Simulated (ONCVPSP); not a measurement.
lithium, ONCV: configuration errors across variants

ONCVPSP 4.0.1 input, shortened (lines: element, Z, core and valence counts, functional; n l f; lmax; l rc ep ncon nbas qcut; lloc lpopt rc5 dvloc0; l nproj debl; icmod fcfact rcfact), PBE, scalar-relativistic:

```
  Li 3.00    0    2        4      upf
    1    0    2.00
    2    0    1.00
    1
    0    1.15    0.00    4    9   11.20
    1    0.95    0.02    5   10   10.10
    4    5    0.80    0.00
    0    2    0.30
    1    3    1.50
    0    0.00    0.00
```

All-electron excitation energies from the reference (eV): (1) 1s2 2s0 5.296; (2) 1s2 2s0.5 2.049; (3) 1s2 2s0 2p1 1.787; (4) 1s1 2s1 68.407.

A true bound ghost makes a file unfit for plane-wave use even where its test errors are small: the radial tests pick states by their node count and pass the ghost by.

Errors AE − PS in meV (a dash: test not solved or not reliable):

| change | (1) | (2) | (3) | (4) | bound ghosts | GHOST(+) flags above zero |
| --- | --- | --- | --- | --- | --- | --- |
| base | +0.3 | 0.0 | +0.5 | +808 | none | p |
| all radii scaled by about 0.79 (s 0.90, p 0.76 bohr); local potential polynomial inside 0.64 bohr (lpopt 5, dvloc0 0 Ha) | +0.2 | 0.0 | – | +490 | none | p |
| all radii scaled by about 0.89 (s 1.02, p 0.84 bohr); local potential polynomial inside 0.72 bohr (lpopt 5, dvloc0 0 Ha) | +0.3 | 0.0 | – | +639 | none | p |
| all radii scaled by about 1.13 (s 1.30, p 1.08 bohr); local potential polynomial inside 0.90 bohr (lpopt 5, dvloc0 0 Ha) | +0.3 | +0.1 | +0.5 | +1020 | none | p |
| all radii scaled by about 1.30 (s 1.50, p 1.24 bohr); local potential polynomial inside 1.04 bohr (lpopt 5, dvloc0 0 Ha) | +0.4 | +0.1 | +0.7 | +1600 | p | none |

Task: Give the same row for: all radii scaled by about 1.18 (s 1.36, p 1.12 bohr); local potential polynomial inside 0.94 bohr (lpopt 5, dvloc0 0 Ha).

Result: +0.4, +0.1, +0.5, +1113; bound ghosts: none; GHOST(+) flags above zero: p.
